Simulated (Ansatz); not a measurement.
**Cost against result**

Saddle point of BGeH₅F, doublet (BGeH₅F ([F][BH2][GeH3]) → BGeH₅F ([BH3][GeH2][F]); bonds formed: F1–Ge3, B2–H7; bonds broken: F1–B2, Ge3–H7), PBE0-D4/def2-TZVP structure:

```
8
angstrom
F -1.1842 -1.1072 0.4727
B -0.2485 -0.1197 -1.1500
Ge 0.2113 0.1110 0.8661
H 0.3976 -0.9360 -1.7178
H -1.0333 0.6637 -1.5705
H -0.4929 1.1467 1.7369
H 1.1168 1.0185 -0.2064
H 1.2334 -0.7769 1.5689
```

Barriers are electronic and count from the start structure reached by relaxing down the imaginary mode. Spin–orbit coupling is left out.

Computed with Ansatz 0.2.0 (basis: as named in each row); correlated methods freeze the cores; orbitals are unrestricted. Filled d shells of the heavier atoms are correlated. The def2 sets are not built for correlating such inner shells, so the correlated values are less sure here. B3LYP uses VWN-RPA correlation. Extrapolation: Hartree–Fock as exp(−7.88 √X), correlation as X^−2.97.

Times are rough, for one single point on 4 threads of a shared host (Arm Neoverse V2).

The estimate by CCSD(T) at an estimated basis limit (MP2 extrapolated from triple and quadruple zeta, plus CCSD(T) − MP2 in triple zeta) is 1.957 eV.

```
      method       basis  time (s)  barrier (eV)  method less estimate
          HF      STO-3G   under 1         3.316                 1.359
       SPW92    def2-SVP   under 1         2.072                 0.116
      PBE-D4      STO-3G   under 1         2.684                 0.727
    B3LYP-D4       6-31G   under 1         1.740                -0.217
      PBE-D4    def2-SVP   under 1         2.033                 0.076
       SPW92  def2-TZVPP         1         1.901                -0.056
     PBE0-D4    def2-SVP         1         2.127                 0.170
      PBE-D4  def2-TZVPP         2         1.891                -0.066
     BLYP-D4  def2-TZVPP         2         1.926                -0.031
     PBE0-D4  def2-TZVPP         2         2.008                 0.051
    B3LYP-D4  def2-TZVPP         2         2.021                 0.065
    BHLYP-D4  def2-TZVPP         2         2.123                 0.166
CAM-B3LYP-D4  def2-TZVPP         3         2.042                 0.085
  RPA on PBE  def2-TZVPP         3         1.942                -0.015
    PBE-QIDH  def2-TZVPP         4         2.046                 0.090
      B2PLYP  def2-TZVPP         4         2.007                 0.051
   r2SCAN-D4  def2-TZVPP         4         1.932                -0.024
  r2SCAN0-D4  def2-TZVPP         5         2.033                 0.076
     wB97M-V    def2-SVP         5         2.162                 0.206
     CCSD(T)    def2-SVP         6         2.207                 0.250
      B97M-V  def2-TZVPP         8         1.930                -0.027
     wB97X-V  def2-TZVPP         8         1.966                 0.010
     wB97M-V  def2-TZVPP         8         2.022                 0.065
         MP2  def2-QZVPP        13         2.001                 0.045
     CCSD(T)  def2-TZVPP       140         2.009                 0.053
```

All methods are single points on the PBE0-D4 structures.

No T1 diagnostic of these runs exceeds 0.017. ⟨S²⟩ of the unrestricted Hartree–Fock references: 0.76 to 0.78 (a pure state has 0.75).

Labels in which every atom is bracketed show which atoms are joined, not bond orders.
